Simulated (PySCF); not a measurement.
**Polarisability and C₆ of Rh²⁺ (rhodium, charge +2)**

[Kr] 4d7, high-spin 4F determinant. Computed with PySCF 2.14 in aug-cc-pVTZ-PP with ECP28MDF (6s6p5d3f2g, 88 functions), with scalar relativity through the core potential. Coupled (time-dependent) response in atomic units; α is the mean over directions.

| method | mean α (bohr³) | C₆ (like pair) | S(−4) |
| --- | --- | --- | --- |
| wB97M-V | 7.468 | 39.61 | 15.49 |

S(−4) is the Cauchy moment in α(ω) = α(0) + S(−4) ω² + …

Spin-orbit coupling is absent.

α(iu) at wB97M-V:

```csv
u (hartree),α(iu) (bohr³)
0,7.468
0.0500,7.430
0.100,7.319
0.200,6.930
0.300,6.423
0.500,5.390
0.750,4.329
1.00,3.524
1.50,2.434
2.00,1.762
3.00,1.023
5.00,0.4514
```

For an ion, C₆ is the dispersion term alone; charge-induced terms of lower order in 1/R come first.

Energies and moments cover only the electrons outside the core potential.
